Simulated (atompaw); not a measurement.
**What the settings do to the PAW (atompaw) potential of Sb (Z = 51)**

Base potential:

Sb (Z = 51), PAW, made with atompaw 4.2.0.5 (PBE, scalar-relativistic). Core [Ar] 3d10, reference 4s2 4p6 4d10 5s2 5p3. Waves: 4s (bound); 5s (bound); 4p (bound); 5p (bound); 4d (bound); 4d channel at -1.8 Ry. Local part: bessel scheme, radius 1.50 bohr. Core correction: smooth core density matched at 1.35 bohr. Augmentation charge: sinc compensation charge, radius 1.60 bohr; PAW radius 1.75 bohr; waves and projectors: bloechl.

Cutoffs, loose and tight: the cutoffs (Ry, on a coarse ladder) from which the occupation-weighted sum of valence levels, in a spherical-Bessel basis at the reference potential, stays within 10 and 1 mRy of its value at 400 Ry. They see the waves, projectors and local potential, not the compensation charge or the core. A dash means not determined.

| change | outcome | cutoff, loose | cutoff, tight | bound ghosts |
| --- | --- | --- | --- | --- |
| base | generated | 70 Ry | 90 Ry | none |
| local potential bessel scheme, radius 0.88 bohr | generated | 90 Ry | 110 Ry | none |
| local potential bessel scheme, radius 0.98 bohr | generated | 80 Ry | 90 Ry | none |
| local potential bessel scheme, radius 1.10 bohr | generated | 70 Ry | 90 Ry | none |
| local potential bessel scheme, radius 1.20 bohr | generated | 70 Ry | 90 Ry | none |
| local potential bessel scheme, radius 1.32 bohr | generated | 70 Ry | 90 Ry | none |
| local potential bessel scheme, radius 1.48 bohr | generated | 70 Ry | 90 Ry | none |
| local potential bessel scheme, radius 1.54 bohr | generated | 80 Ry | 90 Ry | none |

(1) What comes out with this change to the base: local potential bessel scheme, radius 1.66 bohr?

(2) What comes out with this change to the base: local potential bessel scheme, radius 0.76 bohr?

Results:

(1) outcome: generated; cutoff, loose: 80 Ry; cutoff, tight: 100 Ry; bound ghosts: none.

(2) outcome: generated; cutoff, loose: 120 Ry; cutoff, tight: 180 Ry; bound ghosts: none.

Reading the sweep of the r_vloc (base included, trends over the rows without a ghost): The loose cutoff is not monotonic: lowest 70 Ry at 1.1 bohr, highest 120 Ry at 0.76 bohr.
